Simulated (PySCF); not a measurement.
CH8OSi2.
Bonds: C1–Si2, Si2–O3, O3–Si4. Hydrogens: H5, H6, H7 on C1; H8, H9 on Si2; H10, H11, H12 on Si4.

Method: PBE0-D3(BJ)/def2-SVP geometry optimisation, gas phase (PySCF); density fitting, grid level 1; the optimiser is geomeTRIC in internal coordinates, started from a GFN2-xTB structure with every atom displaced at random (about 0.01 Å).

Step 0: E = -18954.0481 eV
```
atom  x, y, z in Å  |  force x, y, z in eV/Å
C1      1.9160   -0.5295    0.2744   -1.440   1.237  -0.378
Si2     0.6695    0.7468   -0.4582    0.906  -0.665   0.685
O3     -0.8467    0.4177    0.0519    1.930   0.798  -0.950
Si4    -2.1350   -0.1698    0.7342   -1.937  -0.419   0.812
H5      1.6446   -1.5253   -0.0405   -0.126  -0.710  -0.215
H6      2.9052   -0.2963   -0.0629    1.046   0.145  -0.367
H7      1.9021   -0.4785    1.3579   -0.028  -0.007   0.557
H8      0.6348    0.6630   -1.9217    0.187   0.079  -0.526
H9      0.9549    2.1165    0.0276    0.272   0.229  -0.081
H10    -1.8004   -1.3354    1.5595    0.005  -0.473   0.356
H11    -2.7270    0.9020    1.5675   -0.294   0.037   0.248
H12    -3.0452   -0.5441   -0.3584   -0.522  -0.250  -0.142
```

Step 1: E = -18954.2769 eV
```
atom  x, y, z in Å  |  force x, y, z in eV/Å
C1      1.9278   -0.5016    0.2507   -0.048   0.069  -0.057
Si2     0.7135    0.7483   -0.4486    0.332  -0.090  -0.126
O3     -0.8256    0.4182    0.0492   -0.598  -0.164   0.244
Si4    -2.2157   -0.1743    0.7487    0.387   0.115  -0.173
H5      1.6731   -1.5252   -0.0726    0.025   0.068   0.031
H6      2.9555   -0.2770   -0.0903   -0.142  -0.015   0.021
H7      1.9221   -0.4733    1.3516    0.009  -0.031   0.000
H8      0.7738    0.7158   -1.9464   -0.096  -0.033   0.072
H9      1.1108    2.1274   -0.0240   -0.105  -0.027   0.073
H10    -1.8998   -1.3521    1.6160    0.039   0.033  -0.025
H11    -2.8681    0.8734    1.5918    0.081   0.022  -0.041
H12    -3.1946   -0.6127   -0.2947    0.115   0.052  -0.019
```

Step 2: E = -18954.2917 eV
```
atom  x, y, z in Å  |  force x, y, z in eV/Å
C1      1.9153   -0.5018    0.2536   -0.004   0.019   0.010
Si2     0.7130    0.7432   -0.4506    0.103   0.013  -0.049
O3     -0.8251    0.4152    0.0487   -0.302  -0.079   0.111
Si4    -2.2007   -0.1752    0.7484    0.242   0.087  -0.111
H5      1.6633   -1.5235   -0.0701    0.005   0.002  -0.002
H6      2.9390   -0.2761   -0.0857   -0.001  -0.011   0.000
H7      1.9083   -0.4774    1.3546    0.002  -0.005  -0.007
H8      0.7503    0.7088   -1.9449   -0.018  -0.020   0.007
H9      1.0817    2.1234   -0.0104   -0.015  -0.002   0.029
H10    -1.8747   -1.3503    1.6125   -0.006  -0.004   0.010
H11    -2.8361    0.8848    1.5846   -0.002   0.004   0.010
H12    -3.1615   -0.6041   -0.3095   -0.004  -0.002  -0.007
```

**Question.** Estimate the geometry and energy of step 3. (The exact step hangs on the optimiser's Hessian estimate; all steps are aligned on step 2, rigid shifts and turns removed.)

**Answer.** E = -18954.2932 eV, largest force 0.086 eV/Å
```
atom  x, y, z in Å  |  force x, y, z in eV/Å
C1      1.9141   -0.5015    0.2541   -0.002   0.005   0.005
Si2     0.7127    0.7426   -0.4518    0.031   0.018  -0.008
O3     -0.8278    0.4157    0.0471   -0.082  -0.015   0.018
Si4    -2.1958   -0.1740    0.7467    0.074   0.029  -0.033
H5      1.6633   -1.5229   -0.0704   -0.001  -0.006  -0.004
H6      2.9383   -0.2772   -0.0837    0.010  -0.002  -0.003
H7      1.9059   -0.4786    1.3549   -0.001   0.001   0.000
H8      0.7447    0.7051   -1.9454   -0.001  -0.009   0.000
H9      1.0740    2.1224   -0.0044    0.002  -0.005   0.006
H10    -1.8701   -1.3487    1.6120   -0.008  -0.004   0.007
H11    -2.8300    0.8867    1.5839   -0.009  -0.005   0.009
H12    -3.1567   -0.6027   -0.3117   -0.012  -0.007   0.004
```

The energy changes by -0.0016 eV. The first-order estimate −F·Δx gives -0.0025 eV and the mean of the old and new forces, exact on a quadratic surface, -0.0015 eV. The step makes an angle of 71° with the force vector and moves no atom by more than 0.010 Å.

The cost below is that of the whole optimisation. Hardware: Arm Neoverse N1, one thread, shared host with 64 logical CPUs at a one-minute load of 60. Cost: 30 s, 0.43 GiB resident at most.
